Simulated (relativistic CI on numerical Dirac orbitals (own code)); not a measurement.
Sensitivity of the levels of W XIII to α and to the nuclear radius

Calculated at this level of theory: Dirac-Coulomb-Breit CI, orbitals from a KLI potential per configuration, derivatives by finite differences, unscaled Slater integrals, QED left out (own radial code, finite nucleus).

Configuration list (outside the closed core [Kr] 4d10): 4f¹⁴5s², 4f¹²5s²5p², 4f¹³5s²5p, 4f¹⁴5s5p, 4f¹⁴5p², 4f¹³5s5p², 4f¹⁴5s5d, 4f¹³5s²5d. Levels of other configurations are missing.

With x = (α/α₀)² − 1 an excitation energy changes as ω = ω₀ + qx; K = 2q/ω₀ is the relative enhancement. Terms are leading LS components, so labels can repeat. The field-shift factor is F = δν/δ⟨r²⟩ for the transition from the lowest level.

Lowest level 4f¹⁴5s² ¹S0.

```tsv
Level	ω₀ (cm⁻¹)	q (cm⁻¹)	F (GHz/fm²)
4f¹³5s²5p ³D3	16865.1	-218800	50.3
4f¹³5s²5p ³G4	20603.0	-219400	50.4
4f¹³5s²5p ³G3	35336.9	-204100	51.4
4f¹³5s²5p ³F2	42229.4	-201300	51
4f¹²5s²5p² ³H6	58857.5	-446500	95
4f¹²5s²5p² ³F4	68095.8	-447700	95.2
4f¹²5s²5p² ⁵H5	77751.9	-429900	95.7
4f¹²5s²5p² ³H4	86220.7	-429200	96
4f¹²5s²5p² ³F2	86493.1	-438800	95.4
4f¹²5s²5p² ⁵G3	88613.5	-429500	95.9
4f¹²5s²5p² ³H4	104244.7	-414700	96.6
4f¹²5s²5p² ³P2	110597.9	-429300	95.9
4f¹²5s²5p² ⁵D0	119812.6	-431100	95
4f¹²5s²5p² ³I6	120940.5	-431400	96.3
4f¹³5s²5p ³G5	124796.5	-88420	31.6
4f¹²5s²5p² ⁵D1	125074.3	-423800	95.6
4f¹³5s²5p ³D2	127899.9	-85620	31.4
4f¹²5s²5p² ³F2	132068.2	-415000	96.4
4f¹³5s²5p ¹F3	133099.3	-95500	33.1
4f¹³5s²5p ³D1	135014.3	-71230	32.3
4f¹³5s²5p ³F4	137418.0	-105100	35
4f¹³5s²5p ³G4	145384.6	-75280	33.1
4f¹²5s²5p² ⁵H7	149501.3	-310100	75
```

At this charge transitions that keep the count of f electrons are usually good to a few per cent. Terms inside the open d or f shell come out 10 to 20 % too wide with unscaled integrals. Levels and lines within the n = 5 or 6 shells can be off by up to 10 % or somewhat more, and those that change n by about 2 %, since core polarisation is missing. Levels that differ in their count of f electrons can be misplaced by several ten thousand cm⁻¹, since the correlation energy of f electrons is missing or only estimated; rates across such gaps can be off by orders of magnitude.

(1) Which transition from the lowest level has the largest |K|?

Results:

(1) 4f¹³5s²5p ³D3 at 16865.1 cm⁻¹, K = -25.9.
